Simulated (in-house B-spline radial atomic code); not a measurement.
**RPA and G0W0 on r2SCAN0: Pb4+**

Configuration [Xe] 4f14 5d10, mean-field start r2SCAN0. Computed with an all-electron radial atomic-structure program (B-spline basis): all electrons, scalar-relativistic (spin-free one-electron X2C), finite nucleus, each spin shell either full or empty, empty states to l = 9 with an (l + 1/2)⁻⁴ tail; G0W0 by contour deformation at full frequency.

Without the two-electron picture change, the correlation of inner shells comes somewhat too large for so heavy an element.

Command:
```bash
python run_gw.py task.json out
```
Settings (radii: box in bohr, nucleus in fm):
```
Z                        82
electrons                78
configuration            [Xe] 4f14 5d10
hamiltonian              x2c
method                   r2scan0
lmax                     9
rms_radius               5.5012
spin_polarised           False
box_radius               11.96
intervals                67
```

Time taken, with all properties: 6.5 s on 1 thread of Arm Neoverse N1, with other jobs on the host.

Energies (hartree):

```csv
term,value
mean-field total,-20882.47259
Hartree-Fock functional on these orbitals,-20876.81587
direct second order,-7.782
second-order exchange,1.9307
SOSEX correction,1.8318
```

Question: What is the RPA correlation energy, and what remains with SOSEX?

Answer: RPA gives -6.9208 hartree (-2.41 eV per electron); RPA + SOSEX gives -5.089, and the second-order doubles -5.8513 hartree (no singles). SOSEX takes back 26 % of the RPA value.

Quasi-particle levels (eV):

```csv
level,occupied,mean field,Σx - vxc,Σc,QP weight,G0W0
5d,yes,-64.27,-5.44,?,?,?
4f,yes,-181.93,-18.38,9.04,0.863,-191.27
6s,no,-45.68,5.52,-2.35,0.973,-42.50
```

G0W0 = mean field + (Σx - vxc) + Σc, with Σc (partial-wave tail included) taken at the quasi-particle energy. Only the outer levels were computed. Levels of low weight are left out.

Question: Where does G0W0 put 5d?

Answer: At -70.02 eV, with Σc = -0.31 eV and a quasi-particle weight of 0.955. The tabulated removal energy is 68.8 ± 0.5 eV (NIST, semi-empirical); the calculation leaves out spin-orbit coupling, Breit and QED terms, and what these don't explain is the method's own error.
